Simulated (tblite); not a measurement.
Species: C2H5GeO2S (charge -1).
Atom-mapped SMILES: `[CH3:1][S:2][GeH2:3][C:4](=[O:5])[O-:6]` (hydrogens: H7, H8, H9 on C1; H10, H11 on Ge3)

Cartesian coordinates in Å at the GFN2-xTB level; atoms count from 1:
```xyz
11
C2H5GeO2S angstrom
C     -1.696    0.159   -0.478
S     -1.229   -1.440    0.256
Ge     0.950   -0.853    0.749
C      1.730    0.945   -0.617
O      2.094    0.537   -1.666
O      1.556    1.888    0.077
H     -1.105    0.343   -1.373
H     -2.751    0.110   -0.736
H     -1.529    0.957    0.242
H      0.659   -0.311    2.241
H      1.326   -2.332    1.281
```

Calculated harmonic vibrations of the isolated species, GFN2-xTB (tblite), most abundant isotopes, no scaling. Errors from tens to a few hundred cm⁻¹ against measured bands are possible. Modes of hydrogen on germanium can be 10 to 20 % off. One conformer, not necessarily the lowest.

Harmonic wavenumbers (cm⁻¹): 30.1, 34.9, 48.7, 112.9, 128.3, 161.8, 188.6, 305.9, 318.7, 529.8, 588.8, 591.2, 631.9, 720.6, 871.9, 942.5, 957.0, 1250.2, 1321.5, 1326.3, 1420.4, 1472.8, 1478.5, 2182.8, 2989.7, 2999.8, 3018.1.

A = 2584, B = 1277, C = 1024 MHz; mass 166.922 u (most abundant isotopes); point group C1, symmetry number 1.

Question: Zero-point energy?

Answer: ½Σν̃ = 13312 cm⁻¹ = 38.06 kcal/mol.

Question: Give the ideal-gas entropy at 400 K and 1 bar in the rigid-rotor, harmonic-oscillator model (classical rotation).

Answer: Translation 42.73, rotation 29.82, vibration 40.34: S = 112.9 cal/(mol K).

Question: And Cp and H(400 K) − H(0)?

Answer: Cp = 36.71 cal/(mol K), of which vibrations give 28.76 (their classical limit is 27 R = 53.7); H(400 K) − H(0) = 10.25 kcal/mol without the zero-point energy, 7.07 from vibrations.

Question: How do the functions run with temperature in this model?

Answer: 
| T (K) | S (cal/(mol K)) | Cp (cal/(mol K)) | H − H(0) (kcal/mol) | G − H(0) (kcal/mol) | ln q(vib) |
| --- | --- | --- | --- | --- | --- |
| 100 | 75.1 | 20.3 | 1.50 | -6.00 | 3.25 |
| 200 | 91.2 | 26.6 | 3.86 | -14.37 | 6.42 |
| 300 | 103.0 | 32.1 | 6.80 | -24.10 | 9.07 |
| 500 | 121.5 | 40.5 | 14.12 | -46.64 | 13.54 |
| 800 | 142.4 | 48.2 | 27.53 | -86.37 | 19.05 |
| 1000 | 153.5 | 51.3 | 37.50 | -115.99 | 22.20 |

q(vib) and H(0) count from the zero-point level.

Question: Blend soft modes into free rotors: weight 1/[1 + (100 cm⁻¹/ν̃)⁴] for the oscillator and the rest for a rotor with moment μB/(μ + B), μ = h/(8π²ν), B = 10⁻⁴⁴ kg m². What vibrational entropy results?

Answer: 34.36 cal/(mol K) in place of 40.34, which changes −T·S at 400 K by +2.39 kcal/mol.

Hindered rotation and anharmonicity are outside this model. Other conformers, if any are populated, would add a mixing term that is left out. The structure is chiral; the term R ln 2 for an equal mix with its mirror image is left out.

On one thread of an Arm Neoverse V1, on a shared host, this took 0.29 s. The figure is for the frequency step alone.
